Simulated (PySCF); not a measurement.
**Computed properties of Ge(H)2(Br)(OH) (BrGeH3O), SMILES [OH][GeH2][Br]**

Ge(H)2(Br)(OH) (BrGeH3O), SMILES [OH][GeH2][Br]. Coordinates come from a PBE0-D3(BJ)/def2-SVP optimisation. The values are those of a single conformer. All values are computed for the isolated molecule unless a solvent is named; none is compared with measurement here.

**Structure.** All 12 harmonic modes at PBE0-D3(BJ)/def2-SVP (PySCF) are real, so it is a minimum. With heavy atoms numbered as in [GeH2:1]([OH:2])[Br:3], the shortest bond between them is Ge1–O2 at 1.767 Å and the longest Ge1–Br3 at 2.314 Å.

**Vibrations.** The strongest infrared lines (harmonic, unscaled, degenerate partners summed) lie at 729 cm⁻¹ (131 km/mol, O 76 %, Ge 20 %), 919 cm⁻¹ (125 km/mol, H 91 %), 797 cm⁻¹ (114 km/mol, H 93 %). The softest mode is at 158 cm⁻¹ and the zero-point energy is 19.3 kcal/mol.

**Electronic structure.** HF/def2-TZVPD (PySCF) places the frontier levels at -11.37 and 1.48 eV, a gap of 12.85 eV, and gives a dipole moment of 1.67 D and a mean polarisability of 53.0 bohr³. PBE/def2-TZVPD (PySCF) at the same geometry gives -7.10 and -1.50 eV, so its gap is 7.25 eV narrower. An orbital gap is neither the optical nor the fundamental gap.

**Excitations.** TDA-M06-2X/def2-SVPD (PySCF) has S1 at 6.68 eV (186 nm, f = 0.026, weak); the most intense of the 10 singlets computed lies at 8.62 eV (f = 0.10). T1 (TDA) is at 6.26 eV, 0.42 eV under S1. TDA-PBE/def2-SVPD (PySCF) puts S1 at 5.82 eV. No vertical singlet excitation falls in the visible range (under 3.1 eV).

**NMR.** GIAO shifts at PBE0/pcSseg-1 (PySCF) (non-relativistic, atoms alike by connectivity averaged): ¹H from 1.4 to 6.3 ppm against TMS. Without spin–orbit terms, shifts of atoms bonded to Cl or Br come out too high.
